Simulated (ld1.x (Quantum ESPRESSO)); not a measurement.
**What one change does to a pseudopotential (cerium, TM)**

cerium (Ce), norm-conserving Troullier–Martins (Kleinman–Bylander form), made with ld1.x (Quantum ESPRESSO) 7.5 (PBEsol, scalar-relativistic). Core [Kr] 4d10, reference 4f1 5s2 5p6 5d1 6s0 6p0 (charge +2). Waves: 5s (bound): rc 1.70 bohr; 5p (bound): rc 2.50 bohr; 5d (bound): rc 2.80 bohr; 4f (bound): rc 1.70 bohr. Local part: the f channel. Core correction: a·sin(br)/r model core inside 1.50 bohr.

Change: all radii but the core radius scaled by about 1.22 (s 2.08, p 3.06, d 3.42, f 2.08 bohr).

Cutoffs: the cutoffs (Ry, on a coarse ladder) from which the occupation-weighted sum of valence levels, in a spherical-Bessel basis at the reference potential, stays within 10 and 1 mRy of its value at 400 Ry; they do not see the model core or the augmentation charge, which bear on the density cutoff. Errors are all-electron minus pseudo energies relative to the spin-unpolarised reference configuration.

Question: What does the change do?

Answer: Both files keep a bound ghost (p, s); of the 7 tests that both files solve, the error grows in 5 and shrinks in 2 by more than 15 % and 0.3 meV (median size 54.9 → 287.6 meV).

```tsv
quantity	base	changed
cutoffs, loose and tight	not determined	80 Ry, 100 Ry
bound ghosts	s, p	s, p
error for 4f1 5s2 5p6 5d1 6s2 6p0, meV [ΔE -17.14 eV]	-55	-427
error for 4f1 5s2 5p6 5d1 6s1 6p0, meV [ΔE -11.04 eV]	-37	-288
error for 4f1 5s2 5p6 5d0 6s0 6p0, meV [ΔE 19.14 eV]	-3.5	+0.6
error for 4f0 5s2 5p6 5d0 6s0 6p0, meV [ΔE 56.96 eV]	+519	+690
error for 4f0 5s2 5p6 5d1 6s2 6p0, meV [ΔE -4.66 eV]	+284	-336
error for 4f1 5s2 5p6 5d2 6s0 6p0, meV [ΔE -10.89 eV]	+0.8	-2.2
error for 4f0 5s2 5p6 5d2 6s2 6p0, meV [ΔE -12.30 eV]	+239	-124
```

Base: These tests converged, but a pseudo level misses the all-electron one widely, so the file describes the atom poorly there or has found another state: 4f0 5s2 5p6 5d0 6s0 6p0: empty 6s by 6.1 eV (a node warning on the way). A true bound ghost makes a file unfit for plane-wave use even where its test errors are small: the radial tests pick states by their node count and pass the ghost by.
